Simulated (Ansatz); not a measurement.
Consider the formal exchange of groups at a C–Si bond: `CN[SiH2]CCl` + `C1=C[SiH2]1` → `ClCC1=C[SiH2]1` + `CN[SiH3]`.

Calculated with Ansatz (gas phase, PBE0-D4/def2-TZVP geometries, no zero-point term in ΔE). CCSD(T)/CBS adds triple-zeta CCSD(T) − MP2 to the extrapolated MP2 energy (def2 sets, frozen cores). Functionals use def2-TZVPP. B3LYP here is the variant with VWN-RPA as its local correlation; programs differ in this. One conformer a species, not always the lowest.

| level | ΔE (kJ/mol) | difference from CCSD(T)/CBS |
| --- | --- | --- |
| PBE-D4 | 20.5 | -4.5 |
| r2SCAN-D4 | 23.9 | -1.1 |
| PBE0-D4 | 21.6 | -3.4 |
| B3LYP-D4 | 21.1 | -3.9 |
| ωB97X-V | 23.3 | -1.7 |
| ωB97M-V | 26.6 | 1.6 |
| B2PLYP | 20.5 | -4.5 |
| PBE | 19.4 | -5.6 |
| r2SCAN | 23.5 | -1.5 |
| PBE0 | 20.6 | -4.4 |
| B3LYP | 19.4 | -5.6 |
| HF/def2-TZVPP | 18.8 | -6.2 |
| MP2/def2-TZVPP | 20.5 | -4.5 |
| SCS-MP2/def2-TZVPP | 19.2 | -5.8 |
| CCSD/def2-TZVPP | 22.8 | -2.2 |
| CCSD(T)/def2-TZVPP | 22.6 | -2.4 |
| HF/def2-QZVPP | 18.8 | -6.2 |
| MP2/def2-QZVPP | 21.9 | -3.1 |
| SCS-MP2/def2-QZVPP | 20.6 | -4.4 |
| HF/CBS(def2) | 18.8 | -6.2 |
| MP2/CBS(def2) | 22.9 | -2.1 |
| CCSD/CBS(def2) | 25.1 | 0.1 |
| CCSD(T)/CBS | 25.0 | 0 |

Largest T1 diagnostic among the species: 0.013.
